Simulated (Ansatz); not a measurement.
`CC([SiH3])Br` + `[OH][Ga]([F])[Cl]` → `[F][Ga]([Cl])[O][SiH3]` + `CCBr` at 600 K and 1 bar (ligand exchange at the Si–C bond).

Calculated with Ansatz (gas phase, PBE0-D4/def2-TZVP geometries, no zero-point term in ΔE). CCSD(T)/CBS is the MP2 limit (def2-TZVPP, def2-QZVPP) plus CCSD(T) − MP2 in def2-TZVPP, frozen cores. For Br, Ga outer-core shells are correlated without core-valence functions, which leaves a few kJ/mol of doubt a bond. Scalar relativity is left out up to krypton. One conformer a species, not always the lowest.

| species | CCSD(T)/CBS energy (Eh) | H − E (kJ/mol) | S (J/(mol·K)) |
| --- | --- | --- | --- |
| `CC([SiH3])Br` | -2942.71486 | 270.6 | 426.5 |
| `[OH][Ga]([F])[Cl]` | -2559.41427 | 88.2 | 384.2 |
| `[F][Ga]([Cl])[O][SiH3]` | -2849.73134 | 148.6 | 487.6 |
| `CCBr` | -2652.43806 | 211.8 | 342.1 |

H − E and S are ideal-gas, rigid-rotor, harmonic terms from PBE0-D4/def2-TZVP, for one conformer and one mirror image of each species. 1 Eh = 2625.50 kJ/mol, R = 8.31446 J/(mol·K).

By hand: ΔE, ΔH, ΔS and ΔG.

ΔE = (-2849.73134) + (-2652.43806) − (-2942.71486) − (-2559.41427) = -0.04027 Eh = -105.7 kJ/mol. Δ(H − E) = 148.6 + 211.8 − 270.6 − 88.2 = 1.6, so ΔH = -104.1 kJ/mol. ΔS = 487.6 + 342.1 − 426.5 − 384.2 = 19.0 J/(mol·K). ΔG = -104.1 − 600 × (19.0)/1000 = -115.5 kJ/mol.

By hand: the equilibrium constant, and the temperature at which ΔG would vanish if ΔH and ΔS stayed fixed.

log₁₀ K = −ΔG/(RT ln 10) = 10.1. ΔH and −TΔS have one sign here, so there is no such temperature.

ΔH outweighs TΔS. A doubt of 5 kJ/mol in ΔE shifts log₁₀ K by 0.4 here. Other conformers and mirror images would add mixing entropy, several J/(mol·K) or more a flexible species. Modes under 60 cm⁻¹, often nearly free rotors, make the harmonic entropy too high. These are equilibria of isolated gas molecules and say nothing of rates. Largest T1 diagnostic: 0.014 (customary marks: 0.02 for closed shells, 0.045 for open ones).
